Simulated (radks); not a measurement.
Problem. Species: neutral selenium. Configuration: [Ar] 3d10 4s2 4p4. Calculated with a radial shooting solver on a logarithmic mesh with Libxc functionals: Dirac Kohn-Sham, PBEsol, spin-unpolarised, spherical densities, point nucleus; open shells fill j = l - 1/2 first. Some entries of the table are withheld. Estimate them.

orbital  occ.  eigenvalue (Ry)  <r> (bohr)  <1/r> (bohr^-1)
1s1/2       2        -918.0774     0.04410              (1)
2s1/2       2        -117.9746      0.1958            7.680
2p1/2       2        -105.8602      0.1686              (2)
2p3/2       4        -102.7946      0.1724              (3)
3s1/2       2              (4)      0.5744            2.498
3p1/2       2        -11.50773      0.5828            2.378
3p3/2       4        -11.07603      0.5934            2.321
3d3/2       4              (5)      0.6283            2.040
3d5/2       6              (6)      0.6327            2.025
4s1/2       2         -1.26638       1.796           0.7390
4p1/2       2         -0.49400       2.266              (7)
4p3/2       2         -0.46625       2.317              (8)

Solution. 
(1) 1s1/2 <1/r> (bohr^-1): 34.54
(2) 2p1/2 <1/r> (bohr^-1): 7.647
(3) 2p3/2 <1/r> (bohr^-1): 7.411
(4) 3s1/2 eigenvalue (Ry): -15.64854
(5) 3d3/2 eigenvalue (Ry): -3.93493
(6) 3d5/2 eigenvalue (Ry): -3.86917
(7) 4p1/2 <1/r> (bohr^-1): 0.5833
(8) 4p3/2 <1/r> (bohr^-1): 0.5694
